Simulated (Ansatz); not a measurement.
Level of theory: B3LYP-D3(BJ)/def2-TZVP in Ansatz (an electronic-structure program). No frequencies were computed at this level.

Ansatz 0.2 input:
```yaml
crystal:
  periodic: [false, false, false]
  atoms:
    - { symbol: C, position_ang: [-1.207172, -0.65097, 0.236079] }
    - { symbol: B, position_ang: [0.17911, 0.08953, -0.028528] }
    - { symbol: N, position_ang: [1.388175, -0.624376, -0.00635] }
    - { symbol: N, position_ang: [0.195866, 1.469301, -0.293628] }
    - { symbol: H, position_ang: [-1.820047, -0.66352, -0.663186] }
    - { symbol: H, position_ang: [-1.788071, -0.146455, 1.005068] }
    - { symbol: H, position_ang: [-1.074546, -1.682731, 0.5511] }
    - { symbol: H, position_ang: [1.441784, -1.609365, 0.174796] }
    - { symbol: H, position_ang: [2.284928, -0.204054, -0.174239] }
    - { symbol: H, position_ang: [1.034264, 1.991414, -0.476096] }
    - { symbol: H, position_ang: [-0.63429, 2.031224, -0.325016] }
basis:
  gaussian: { orbitals: def2-tzvp }
hamiltonian:
  xc: b3lyp
  dispersion: d3bj
relax:
  max_steps: 150
```

Output:

```
[...]
these checks for a lower state are left out or cut short: starts, cluster_reference, orbital_swaps, neighbouring_geometries, increment
967 factors; their error is unknown
mean field evaluation 32: about -4812.5244 eV, gradient 9.4e-4 eV
mean field -4812.51383699 eV, -176.8566214702 hartree, gradient 2.1e-5 eV, S^2 0.000000; 0 other end points of the search recorded, 0 dependent functions left out
reference -4812.51409023 eV, -176.8566307769 hartree; 16, 16 occupied and 150, 150 virtual orbitals, 967 factors
relax step   4: F+E_penalty+E_count = -4812.80987596 eV  Δ(F+E_penalty+E_count) = -2.390e-4 eV  max|allowed force component| = 2.112e-2 eV/Å  Δτ_max = 0.0099 Å  (30 SCF iters, accepted)
these checks for a lower state are left out or cut short: starts, cluster_reference, orbital_swaps, neighbouring_geometries, increment
967 factors; their error is unknown
mean field -4812.51391320 eV, -176.8566242712 hartree, gradient 2.1e-5 eV, S^2 0.000000; 0 other end points of the search recorded, 0 dependent functions left out
reference -4812.51416647 eV, -176.8566335786 hartree; 16, 16 occupied and 150, 150 virtual orbitals, 967 factors
relax step   5: F+E_penalty+E_count = -4812.80991723 eV  Δ(F+E_penalty+E_count) = -4.126e-5 eV  max|allowed force component| = 5.510e-3 eV/Å  Δτ_max = 0.0100 Å  (30 SCF iters, accepted)
these checks for a lower state are left out or cut short: starts, cluster_reference, orbital_swaps, neighbouring_geometries, increment
967 factors; their error is unknown
mean field -4812.51397270 eV, -176.8566264576 hartree, gradient 2.1e-5 eV, S^2 0.000000; 0 other end points of the search recorded, 0 dependent functions left out
reference -4812.51422599 eV, -176.8566357659 hartree; 16, 16 occupied and 150, 150 virtual orbitals, 967 factors
relax step   6: F+E_penalty+E_count = -4812.80995284 eV  Δ(F+E_penalty+E_count) = -3.561e-5 eV  max|allowed force component| = 1.282e-2 eV/Å  Δτ_max = 0.0100 Å  (30 SCF iters, accepted)
these checks for a lower state are left out or cut short: starts, cluster_reference, orbital_swaps, neighbouring_geometries, increment
967 factors; their error is unknown
mean field -4812.51401284 eV, -176.8566279326 hartree, gradient 2.1e-5 eV, S^2 0.000000; 0 other end points of the search recorded, 0 dependent functions left out
reference -4812.51426612 eV, -176.8566372407 hartree; 16, 16 occupied and 150, 150 virtual orbitals, 967 factors
relax step   7: F+E_penalty+E_count = -4812.80999274 eV  Δ(F+E_penalty+E_count) = -3.990e-5 eV  max|allowed force component| = 1.369e-2 eV/Å  Δτ_max = 0.0141 Å  (30 SCF iters, accepted)
these checks for a lower state are left out or cut short: starts, cluster_reference, orbital_swaps, neighbouring_geometries, increment
967 factors; their error is unknown
mean field evaluation 64: about -4812.5138 eV, gradient 2.1e-5 eV
mean field -4812.51384001 eV, -176.8566215813 hartree, gradient 2.1e-5 eV, S^2 0.000000; 0 other end points of the search recorded, 0 dependent functions left out
reference -4812.51409331 eV, -176.8566308899 hartree; 16, 16 occupied and 150, 150 virtual orbitals, 967 factors
relax step   8: F+E_penalty+E_count = -4812.80979026 eV  Δ(F+E_penalty+E_count) = +2.025e-4 eV  max|allowed force component| = 9.042e-2 eV/Å  Δτ_max = 0.0658 Å  (28 SCF iters, rejected (line search))
these checks for a lower state are left out or cut short: starts, cluster_reference, orbital_swaps, neighbouring_geometries, increment
967 factors; their error is unknown
mean field -4812.50040997 eV, -176.8561280366 hartree, gradient 2.1e-5 eV, S^2 0.000000; 0 other end points of the search recorded, 0 dependent functions left out
reference -4812.50066285 eV, -176.8561373296 hartree; 16, 16 occupied and 150, 150 virtual orbitals, 967 factors
relax step   9: F+E_penalty+E_count = -4812.79647502 eV  Δ(F+E_penalty+E_count) = +1.352e-2 eV  max|allowed force component| = 6.492e-1 eV/Å  Δτ_max = 0.0248 Å  (30 SCF iters, rejected (line search))
these checks for a lower state are left out or cut short: starts, cluster_reference, orbital_swaps, neighbouring_geometries, increment
967 factors; their error is unknown
mean field -4812.51406531 eV, -176.8566298609 hartree, gradient 2.1e-5 eV, S^2 0.000000; 0 other end points of the search recorded, 0 dependent functions left out
reference -4812.51431852 eV, -176.8566391661 hartree; 16, 16 occupied and 150, 150 virtual orbitals, 967 factors
relax step  10: F+E_penalty+E_count = -4812.81005686 eV  Δ(F+E_penalty+E_count) = -6.412e-5 eV  max|allowed force component| = 1.274e-3 eV/Å  Δτ_max = 0.0113 Å  (31 SCF iters, accepted)
these checks for a lower state are left out or cut short: starts, cluster_reference, orbital_swaps, neighbouring_geometries, increment
967 factors; their error is unknown
mean field -4812.51413845 eV, -176.8566325489 hartree, gradient 1.9e-5 eV, S^2 0.000000; 0 other end points of the search recorded, 0 dependent functions left out
reference -4812.51439154 eV, -176.8566418497 hartree; 16, 16 occupied and 150, 150 virtual orbitals, 967 factors
relax step  11: F+E_penalty+E_count = -4812.81010922 eV  Δ(F+E_penalty+E_count) = -5.237e-5 eV  max|allowed force component| = 5.839e-2 eV/Å  Δτ_max = 0.0661 Å  (28 SCF iters, accepted)
these checks for a lower state are left out or cut short: starts, cluster_reference, orbital_swaps, neighbouring_geometries, increment
967 factors; their error is unknown
mean field -4812.51425285 eV, -176.8566367528 hartree, gradient 2.1e-5 eV, S^2 0.000000; 0 other end points of the search recorded, 0 dependent functions left out
reference -4812.51450592 eV, -176.8566460529 hartree; 16, 16 occupied and 150, 150 virtual orbitals, 967 factors
relax step  12: F+E_penalty+E_count = -4812.81023264 eV  Δ(F+E_penalty+E_count) = -1.234e-4 eV  max|allowed force component| = 2.095e-2 eV/Å  Δτ_max = 0.0116 Å  (30 SCF iters, accepted)
these checks for a lower state are left out or cut short: starts, cluster_reference, orbital_swaps, neighbouring_geometries, increment
967 factors; their error is unknown
mean field evaluation 96: about -4812.5141 eV, gradient 3.7e-1 eV
mean field -4812.51431983 eV, -176.8566392145 hartree, gradient 2.1e-5 eV, S^2 0.000000; 0 other end points of the search recorded, 0 dependent functions left out
reference -4812.51457284 eV, -176.8566485124 hartree; 16, 16 occupied and 150, 150 virtual orbitals, 967 factors
relax step  13: F+E_penalty+E_count = -4812.81030563 eV  Δ(F+E_penalty+E_count) = -7.298e-5 eV  max|allowed force component| = 8.221e-3 eV/Å  Δτ_max = 0.0109 Å  (30 SCF iters, accepted)
these checks for a lower state are left out or cut short: starts, cluster_reference, orbital_swaps, neighbouring_geometries, increment
967 factors; their error is unknown
mean field -4812.51446304 eV, -176.8566444773 hartree, gradient 2.2e-5 eV, S^2 0.000000; 0 other end points of the search recorded, 0 dependent functions left out
reference -4812.51471584 eV, -176.8566537674 hartree; 16, 16 occupied and 150, 150 virtual orbitals, 967 factors
relax step  14: F+E_penalty+E_count = -4812.81043226 eV  Δ(F+E_penalty+E_count) = -1.266e-4 eV  max|allowed force component| = 4.388e-2 eV/Å  Δτ_max = 0.0611 Å  (28 SCF iters, accepted)
these checks for a lower state are left out or cut short: starts, cluster_reference, orbital_swaps, neighbouring_geometries, increment
967 factors; their error is unknown
mean field -4812.51455568 eV, -176.8566478815 hartree, gradient 2.1e-5 eV, S^2 0.000000; 0 other end points of the search recorded, 0 dependent functions left out
reference -4812.51480838 eV, -176.8566571681 hartree; 16, 16 occupied and 150, 150 virtual orbitals, 967 factors
relax step  15: F+E_penalty+E_count = -4812.81053639 eV  Δ(F+E_penalty+E_count) = -1.041e-4 eV  max|allowed force component| = 2.667e-2 eV/Å  Δτ_max = 0.0106 Å  (30 SCF iters, accepted)
these checks for a lower state are left out or cut short: starts, cluster_reference, orbital_swaps, neighbouring_geometries, increment
967 factors; their error is unknown
mean field -4812.51464937 eV, -176.8566513248 hartree, gradient 2.1e-5 eV, S^2 0.000000; 0 other end points of the search recorded, 0 dependent functions left out
reference -4812.51490187 eV, -176.8566606038 hartree; 16, 16 occupied and 150, 150 virtual orbitals, 967 factors
relax step  16: F+E_penalty+E_count = -4812.81063765 eV  Δ(F+E_penalty+E_count) = -1.013e-4 eV  max|allowed force component| = 2.709e-2 eV/Å  Δτ_max = 0.0264 Å  (29 SCF iters, accepted)
these checks for a lower state are left out or cut short: starts, cluster_reference, orbital_swaps, neighbouring_geometries, increment
967 factors; their error is unknown
mean field evaluation 128: about -4812.5147 eV, gradient 2.1e-5 eV
mean field -4812.51473977 eV, -176.8566546470 hartree, gradient 2.1e-5 eV, S^2 0.000000; 0 other end points of the search recorded, 0 dependent functions left out
reference -4812.51499207 eV, -176.8566639188 hartree; 16, 16 occupied and 150, 150 virtual orbitals, 967 factors
relax step  17: F+E_penalty+E_count = -4812.81072752 eV  Δ(F+E_penalty+E_count) = -8.988e-5 eV  max|allowed force component| = 3.102e-2 eV/Å  Δτ_max = 0.0412 Å  (29 SCF iters, accepted)
these checks for a lower state are left out or cut short: starts, cluster_reference, orbital_swaps, neighbouring_geometries, increment
967 factors; their error is unknown
mean field -4812.51477574 eV, -176.8566559689 hartree, gradient 2.1e-5 eV, S^2 0.000000; 0 other end points of the search recorded, 0 dependent functions left out
reference -4812.51502796 eV, -176.8566652377 hartree; 16, 16 occupied and 150, 150 virtual orbitals, 967 factors
relax step  18: F+E_penalty+E_count = -4812.81077355 eV  Δ(F+E_penalty+E_count) = -4.602e-5 eV  max|allowed force component| = 2.386e-2 eV/Å  Δτ_max = 0.0137 Å  (30 SCF iters, accepted)
these checks for a lower state are left out or cut short: starts, cluster_reference, orbital_swaps, neighbouring_geometries, increment
967 factors; their error is unknown
mean field -4812.51479892 eV, -176.8566568208 hartree, gradient 2.1e-5 eV, S^2 0.000000; 0 other end points of the search recorded, 0 dependent functions left out
reference -4812.51505104 eV, -176.8566660857 hartree; 16, 16 occupied and 150, 150 virtual orbitals, 967 factors
relax step  19: F+E_penalty+E_count = -4812.81081550 eV  Δ(F+E_penalty+E_count) = -4.195e-5 eV  max|allowed force component| = 1.507e-2 eV/Å  Δτ_max = 0.0220 Å  (30 SCF iters, accepted)
these checks for a lower state are left out or cut short: starts, cluster_reference, orbital_swaps, neighbouring_geometries, increment
967 factors; their error is unknown
mean field -4812.51481620 eV, -176.8566574556 hartree, gradient 2.1e-5 eV, S^2 0.000000; 0 other end points of the search recorded, 0 dependent functions left out
reference -4812.51506824 eV, -176.8566667180 hartree; 16, 16 occupied and 150, 150 virtual orbitals, 967 factors
relax step  20: F+E_penalty+E_count = -4812.81083764 eV  Δ(F+E_penalty+E_count) = -2.214e-5 eV  max|allowed force component| = 1.647e-2 eV/Å  Δτ_max = 0.0159 Å  (30 SCF iters, accepted)
these checks for a lower state are left out or cut short: starts, cluster_reference, orbital_swaps, neighbouring_geometries, increment
967 factors; their error is unknown
mean field -4812.51483006 eV, -176.8566579649 hartree, gradient 2.1e-5 eV, S^2 0.000000; 0 other end points of the search recorded, 0 dependent functions left out
reference -4812.51508209 eV, -176.8566672271 hartree; 16, 16 occupied and 150, 150 virtual orbitals, 967 factors
relax step  21: F+E_penalty+E_count = -4812.81084724 eV  Δ(F+E_penalty+E_count) = -9.607e-6 eV  max|allowed force component| = 1.294e-2 eV/Å  Δτ_max = 0.0046 Å  (31 SCF iters, accepted)
these checks for a lower state are left out or cut short: starts, cluster_reference, orbital_swaps, neighbouring_geometries, increment
967 factors; their error is unknown
mean field evaluation 160: about -4812.5149 eV, gradient 1.5e-4 eV
mean field -4812.51485117 eV, -176.8566587408 hartree, gradient 2.1e-5 eV, S^2 0.000000; 0 other end points of the search recorded, 0 dependent functions left out
reference -4812.51510319 eV, -176.8566680024 hartree; 16, 16 occupied and 150, 150 virtual orbitals, 967 factors
relax step  22: F+E_penalty+E_count = -4812.81085749 eV  Δ(F+E_penalty+E_count) = -1.024e-5 eV  max|allowed force component| = 7.198e-3 eV/Å  Δτ_max = 0.0128 Å  (30 SCF iters, accepted)
967 factors; their error is unknown
mean field -4812.51485117 eV, -176.8566587408 hartree, gradient 2.1e-5 eV, S^2 0.000000; 1 other end points of the search recorded, 0 dependent functions left out
reference -4812.51510319 eV, -176.8566680024 hartree; 16, 16 occupied and 150, 150 virtual orbitals, 967 factors
Total energy: -4812.81110951 eV, -176.8675460339 hartree
Atom 0 at    -1.195969    -0.643668     0.239090 Å, force     0.000193     0.003610     0.001743 eV/Å
Atom 1 at     0.180740     0.098195    -0.018136 Å, force    -0.000349    -0.001023    -0.007198 eV/Å
Atom 2 at     1.384679    -0.649591    -0.076087 Å, force    -0.002357    -0.003031     0.002525 eV/Å
Atom 3 at     0.198279     1.502637    -0.216327 Å, force    -0.003307     0.001921     0.002214 eV/Å
Atom 4 at    -1.649832    -0.941860    -0.711637 Å, force     0.000919     0.000429     0.002589 eV/Å
Atom 5 at    -1.923337    -0.009499     0.751899 Å, force     0.002561    -0.003341    -0.002123 eV/Å
Atom 6 at    -1.077046    -1.553317     0.832561 Å, force    -0.001360     0.000263    -0.000171 eV/Å
Atom 7 at     1.403909    -1.643481     0.062650 Å, force     0.001464     0.000429     0.000206 eV/Å
Atom 8 at     2.289137    -0.254741    -0.268000 Å, force    -0.000349     0.001541    -0.000093 eV/Å
Atom 9 at     1.025992     2.036690    -0.417484 Å, force     0.000397    -0.000683     0.000174 eV/Å
Atom 10 at    -0.636552     2.058634    -0.178529 Å, force     0.002187    -0.000116     0.000133 eV/Å
Dipole moment:     0.196383     0.104697    -0.055277 e Å
```

Cost: around 2.5 core-minutes (rough).
